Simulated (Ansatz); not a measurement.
One change: `B[CH]([GaH2])[SiH2]F` becomes `B[CH]([GaH2])CO`.

Ansatz, PBE0-D4/def2-TZVP geometries, multiplicity 1. Each molecule was computed in one conformer, which needn't be the lowest.

Scalar relativity is left out up to krypton.

```csv
property,`B[CH]([GaH2])[SiH2]F`
HOMO–LUMO gap (ωB97M-V/def2-TZVPP) / eV,10.11
HOMO energy (PBE/def2-TZVPP) / eV,-7.33
HOMO energy (PBE0/def2-TZVPP) / eV,-8.56
LUMO energy (PBE/def2-TZVPP) / eV,-3.20
size of the dipole moment (PBE/def2-TZVPP) / D,2.07
LUMO energy (PBE0/def2-TZVPP) / eV,-2.37
```

Problem. Give the same properties after the change, and the shifts. (Estimate.)

Solution. The calculation gave: 
| property | `B[CH]([GaH2])CO` | shift |
| --- | --- | --- |
| HOMO–LUMO gap (ωB97M-V/def2-TZVPP) / eV | 10.36 | 0.25 |
| HOMO energy (PBE/def2-TZVPP) / eV | -6.45 | 0.88 |
| HOMO energy (PBE0/def2-TZVPP) / eV | -7.51 | 1.05 |
| LUMO energy (PBE/def2-TZVPP) / eV | -1.87 | 1.33 |
| size of the dipole moment (PBE/def2-TZVPP) / D | 3.50 | 1.43 |
| LUMO energy (PBE0/def2-TZVPP) / eV | -0.98 | 1.39 |

With PBE0 the HOMO rises by 1.05 eV and the LUMO rises by 1.39 eV, so the gap widens by about 0.34 eV. PBE moves the HOMO by 0.88 eV and ωB97M-V by 1.10 eV. Dipoles are sizes alone; their direction can turn.
